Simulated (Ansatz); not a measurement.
A run for Ansatz (an electronic-structure program): R-B3LYP-D3(BJ)/def2-TZVP on CH4OSn (SMILES C[O][SnH]). Elements past Kr take the def2 small-core potentials; no spin–orbit coupling.

Ansatz 0.2 input:
```yaml
crystal:
  periodic: [false, false, false]
  atoms:
    - {symbol: C, position_ang: [-0.98669159, 0.08089443, 0.07269860]}
    - {symbol: O, position_ang: [0.09558458, -0.80601479, -0.04393686]}
    - {symbol: Sn, position_ang: [2.07495727, -1.00623374, -0.19436738]}
    - {symbol: H, position_ang: [-0.65477824, 1.12037579, 0.07671474]}
    - {symbol: H, position_ang: [-1.66709165, -0.07258977, -0.76762726]}
    - {symbol: H, position_ang: [-1.52174827, -0.12518465, 1.00242775]}
    - {symbol: H, position_ang: [2.65976791, 0.80875274, -0.14590958]}
basis:
  gaussian:
    orbitals: def2-TZVP
hamiltonian:
  xc: b3lyp
  dispersion: d3bj
relax: {f_tol: 0.003, max_steps: 120}
scf: {lower_state_search: off}
```

Output:

```
WARN ansatz: RAYON_NUM_THREADS=1 ignored (pool sized by the plan → 1); use --threads N
Functional definition: B3LYP
these checks for a lower state are left out or cut short: stability, starts, cluster_reference, orbital_swaps, neighbouring_geometries, increment
integrals: 0.05 GiB planned
939 factors; their error is unknown
mean field: 0.48 GiB planned
mean field evaluation 1: about -8975.3053 eV, gradient 6.4e1 eV
mean field evaluation 2: about -8881.3782 eV, gradient 1.9e2 eV
mean field evaluation 4: about -8983.3805 eV, gradient 1.6e1 eV
mean field evaluation 8: about -8983.8167 eV, gradient 7.3e-2 eV
mean field evaluation 16: about -8983.8788 eV, gradient 2.8e-3 eV
mean field -8983.87876473 eV, -330.1514551121 hartree, gradient 1.7e-6 eV, S^2 0.000000; 0 other end points of the search recorded, 0 dependent functions left out
the calculation of the forces begins
reference -8983.87902738 eV, -330.1514647644 hartree; 20, 20 occupied and 116, 116 virtual orbitals, 939 factors
relax step   1: F+E_penalty+E_count = -8984.07843276 eV  Δ(F+E_penalty+E_count) = +0.000e0 eV  max|allowed force component| = 7.461e-1 eV/Å  Δτ_max = 0.0000 Å  (19 SCF iters, accepted)
these checks for a lower state are left out or cut short: stability, starts, cluster_reference, orbital_swaps, neighbouring_geometries, increment
integrals: 0.05 GiB planned
939 factors; their error is unknown
mean field: 0.48 GiB planned
mean field -8983.93423891 eV, -330.1534937507 hartree, gradient 1.9e-6 eV, S^2 0.000000; 0 other end points of the search recorded, 0 dependent functions left out
the calculation of the forces begins
reference -8983.93449764 eV, -330.1535032589 hartree; 20, 20 occupied and 116, 116 virtual orbitals, 939 factors
relax step   2: F+E_penalty+E_count = -8984.13656338 eV  Δ(F+E_penalty+E_count) = -5.813e-2 eV  max|allowed force component| = 8.461e-1 eV/Å  Δτ_max = 0.1945 Å  (20 SCF iters, accepted)
these checks for a lower state are left out or cut short: stability, starts, cluster_reference, orbital_swaps, neighbouring_geometries, increment
integrals: 0.05 GiB planned
939 factors; their error is unknown
mean field: 0.48 GiB planned
mean field evaluation 32: about -8983.9984 eV, gradient 3.4e-1 eV
mean field -8983.99862781 eV, -330.1558599989 hartree, gradient 3.0e-6 eV, S^2 0.000000; 0 other end points of the search recorded, 0 dependent functions left out
the calculation of the forces begins
reference -8983.99888412 eV, -330.1558694184 hartree; 20, 20 occupied and 116, 116 virtual orbitals, 939 factors
relax step   3: F+E_penalty+E_count = -8984.20502845 eV  Δ(F+E_penalty+E_count) = -6.847e-2 eV  max|allowed force component| = 3.134e-1 eV/Å  Δτ_max = 0.1946 Å  (20 SCF iters, accepted)
these checks for a lower state are left out or cut short: stability, starts, cluster_reference, orbital_swaps, neighbouring_geometries, increment
integrals: 0.05 GiB planned
939 factors; their error is unknown
mean field: 0.48 GiB planned
mean field -8984.02083150 eV, -330.1566759696 hartree, gradient 2.3e-6 eV, S^2 0.000000; 0 other end points of the search recorded, 0 dependent functions left out
the calculation of the forces begins
reference -8984.02108649 eV, -330.1566853405 hartree; 20, 20 occupied and 116, 116 virtual orbitals, 939 factors
relax step   4: F+E_penalty+E_count = -8984.23502640 eV  Δ(F+E_penalty+E_count) = -3.000e-2 eV  max|allowed force component| = 4.115e-1 eV/Å  Δτ_max = 0.1951 Å  (27 SCF iters, accepted)
these checks for a lower state are left out or cut short: stability, starts, cluster_reference, orbital_swaps, neighbouring_geometries, increment
integrals: 0.05 GiB planned
939 factors; their error is unknown
mean field: 0.49 GiB planned
mean field -8984.03621426 eV, -330.1572412755 hartree, gradient 2.3e-6 eV, S^2 0.000000; 0 other end points of the search recorded, 0 dependent functions left out
the calculation of the forces begins
reference -8984.03646757 eV, -330.1572505846 hartree; 20, 20 occupied and 116, 116 virtual orbitals, 939 factors
relax step   5: F+E_penalty+E_count = -8984.25056489 eV  Δ(F+E_penalty+E_count) = -1.554e-2 eV  max|allowed force component| = 2.082e-1 eV/Å  Δτ_max = 0.0949 Å  (21 SCF iters, accepted)
these checks for a lower state are left out or cut short: stability, starts, cluster_reference, orbital_swaps, neighbouring_geometries, increment
integrals: 0.05 GiB planned
939 factors; their error is unknown
mean field: 0.49 GiB planned
mean field -8984.04000627 eV, -330.1573806294 hartree, gradient 2.2e-6 eV, S^2 0.000000; 0 other end points of the search recorded, 0 dependent functions left out
the calculation of the forces begins
reference -8984.04026012 eV, -330.1573899582 hartree; 20, 20 occupied and 116, 116 virtual orbitals, 939 factors
relax step   6: F+E_penalty+E_count = -8984.25431030 eV  Δ(F+E_penalty+E_count) = -3.745e-3 eV  max|allowed force component| = 6.630e-2 eV/Å  Δτ_max = 0.0358 Å  (22 SCF iters, accepted)
these checks for a lower state are left out or cut short: stability, starts, cluster_reference, orbital_swaps, neighbouring_geometries, increment
integrals: 0.05 GiB planned
939 factors; their error is unknown
mean field: 0.48 GiB planned
mean field evaluation 64: about -8984.0401 eV, gradient 2.0e-6 eV
mean field -8984.04013204 eV, -330.1573852515 hartree, gradient 2.2e-6 eV, S^2 0.000000; 0 other end points of the search recorded, 0 dependent functions left out
the calculation of the forces begins
reference -8984.04038577 eV, -330.1573945757 hartree; 20, 20 occupied and 116, 116 virtual orbitals, 939 factors
relax step   7: F+E_penalty+E_count = -8984.25440411 eV  Δ(F+E_penalty+E_count) = -9.381e-5 eV  max|allowed force component| = 7.084e-3 eV/Å  Δτ_max = 0.0024 Å  (23 SCF iters, accepted)
these checks for a lower state are left out or cut short: stability, starts, cluster_reference, orbital_swaps, neighbouring_geometries, increment
integrals: 0.05 GiB planned
939 factors; their error is unknown
mean field: 0.49 GiB planned
mean field -8984.04013390 eV, -330.1573853198 hartree, gradient 2.2e-6 eV, S^2 0.000000; 0 other end points of the search recorded, 0 dependent functions left out
the calculation of the forces begins
reference -8984.04038763 eV, -330.1573946441 hartree; 20, 20 occupied and 116, 116 virtual orbitals, 939 factors
relax step   8: F+E_penalty+E_count = -8984.25440696 eV  Δ(F+E_penalty+E_count) = -2.850e-6 eV  max|allowed force component| = 6.909e-4 eV/Å  Δτ_max = 0.0016 Å  (23 SCF iters, accepted)
Total energy: -8984.25466069 eV, -330.1652690337 hartree
Atom 0 at    -0.852682     0.061189     0.064349 Å, force    -0.000691    -0.000070     0.000088 eV/Å
Atom 1 at     0.056663    -1.013690    -0.044181 Å, force    -0.000209     0.000035     0.000176 eV/Å
Atom 2 at     2.035848    -0.941491    -0.184876 Å, force     0.000593    -0.000055    -0.000100 eV/Å
Atom 3 at    -0.348638     1.034358     0.063283 Å, force     0.000256     0.000053     0.000123 eV/Å
Atom 4 at    -1.558161     0.033083    -0.772339 Å, force     0.000107     0.000059    -0.000291 eV/Å
Atom 5 at    -1.426184    -0.033237     0.992110 Å, force    -0.000107    -0.000038     0.000135 eV/Å
Atom 6 at     2.093154     0.859789    -0.118346 Å, force     0.000051     0.000016    -0.000131 eV/Å
Dipole moment:     0.177047     0.064657    -0.010190 e Å
Checks for a lower state left out: stability, starts, cluster_reference, orbital_swaps, neighbouring_geometries, increment
```

The run converged.

Cost: about 30 core-seconds (a rough figure).
